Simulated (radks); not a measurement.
Q: Isoelectronic series with 3 electrons, each ion in its NIST ground configuration. Method: scalar-relativistic Kohn-Sham, BLYP, spin-polarised, spherical densities, point nucleus; open shells are filled with parallel spins first; computed with a radial shooting solver on a logarithmic mesh with Libxc functionals. Total energies (hartree) and orbital eigenvalues (eV):

ion,configuration,E (hartree),2s up,1s down,1s up
Li,[He] 2s1,-7.48350,-3.0307,-51.7626,-51.9550
Be+,[He] 2s1,-14.33448,-14.2967,-117.7147,-118.1417
B2+,[He] 2s1,-23.43997,-32.5230,-211.0926,-211.7651
C3+,[He] 2s1,-34.79969,-57.6062,-331.7682,-332.6940
N4+,[He] 2s1,-48.41523,-89.5256,-479.7310,-480.9158
O5+,[He] 2s1,-64.28884,-128.2788,-654.9964,-656.4443
Ne7+,[He] 2s1,-102.82137,-226.3087,-1087.545,-1089.528
Mg9+,[He] 2s1,-150.42341,-351.7683,-1629.691,-1632.220
Al10+,[He] 2s1,-177.63532,-424.8156,-1941.973,-1944.777
Si11+,[He] 2s1,-207.12717,-504.7613,-2281.795,-2284.876
P12+,[He] 2s1,-238.90396,-591.6223,-2649.214,-2652.573
S13+,[He] 2s1,-272.97107,-685.4171,-3044.291,-3047.929

Estimate the row of F6+ ([He] 2s1).

A: E (hartree) -82.42319; 2s up -173.8705; 1s down -857.5902; 1s up -859.3046.
